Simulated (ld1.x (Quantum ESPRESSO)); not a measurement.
## Reading a pseudo-wave (S)

Columns: radius, all-electron u(r) and pseudo u(r) of the 3p shell (level -7.16 eV) of sulfur in the configuration [Ne] 3s1.75 3p4.25; PBE, non-relativistic, TM scheme, ld1.x (Quantum ESPRESSO) 7.5.

```csv
r (bohr),all-electron,pseudo
0.075,0.1097,-0.0093
0.150,0.2504,-0.0356
0.225,0.3233,-0.0744
0.300,0.3242,-0.1196
0.375,0.2713,-0.1646
0.450,0.1848,-0.2051
0.525,0.0807,-0.2398
0.600,-0.0296,-0.2705
0.675,-0.1385,-0.3015
0.750,-0.2410,-0.3371
0.825,-0.3344,-0.3810
0.900,-0.4174,-0.4341
0.975,-0.4898,-0.4932
1.050,-0.5515,-0.5518
1.125,-0.6031,-0.6031
1.200,-0.6448,-0.6448
1.275,-0.6773,-0.6773
1.350,-0.7015,-0.7015
1.425,-0.7182,-0.7182
1.500,-0.7283,-0.7283
1.575,-0.7326,-0.7326
1.650,-0.7320,-0.7320
1.725,-0.7272,-0.7272
1.800,-0.7188,-0.7188
1.875,-0.7074,-0.7074
1.950,-0.6936,-0.6936
```

(1) How many radial nodes do the two functions have?

(2) At about which radius was the pseudo-wave matched?

(3) Is the pseudo-wave norm-conserving?

Answers

(1) The all-electron 3p function has n − l − 1 = 1; the pseudo-wave has 0, since the states of the same l below it are removed with the core.

(2) 1.15 bohr. The columns agree to 0.0005 from 1.05 bohr on; several derivatives are matched, so the curves merge somewhat inside the radius.

(3) Yes: the TM scheme keeps the norm inside the radius equal to the all-electron one, which fixes the energy derivative of the logarithmic derivative at the level.
